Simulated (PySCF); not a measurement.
H₄I₂N₂Ti, SMILES [NH2][Ti]([NH2])([I])[I], multiplicity 1. Atoms are numbered in the order given.

```xyz
9

Ti     0.0025    -0.8997     0.0000
I     -0.0064     0.5394    -2.1690
I     -0.0064     0.5394     2.1690
N     -1.4372    -2.0484     0.0000
H     -1.9316    -2.3450    -0.8418
H     -1.9316    -2.3450     0.8418
N      1.5075    -1.9702     0.0000
H      2.4478    -1.5714     0.0000
H      1.5453    -2.9872     0.0000
```

The structure is a stationary point at B3LYP-D3(BJ)/def2-SVP. The multiplicity is an assumed one; other spin states were not compared. The def2 effective core potentials stand for the cores of I; spin–orbit coupling is left out. One conformer was computed; it need not be the lowest.

Calculation: PBE/def2-TZVP run with PySCF.

Isolated molecule, no solvent.

| Property | Value |
|---|---|
| total energy | -1556.67533 hartree |
| point group | Cs |
| highest occupied level | -6.05 eV |
| lowest empty level | -3.48 eV |
| orbital gap | 2.57 eV |
| dipole moment | 3.57 D |
| quadrupole, principal values (traceless, Buckingham form, about the centre of nuclear charge) | -12.77, 3.73, 9.03 D·Å |
| mean static polarisability | 129.2 bohr³ (19.14 Å³) |
| polarisability, principal values | 103.7, 122.2, 161.7 bohr³ |
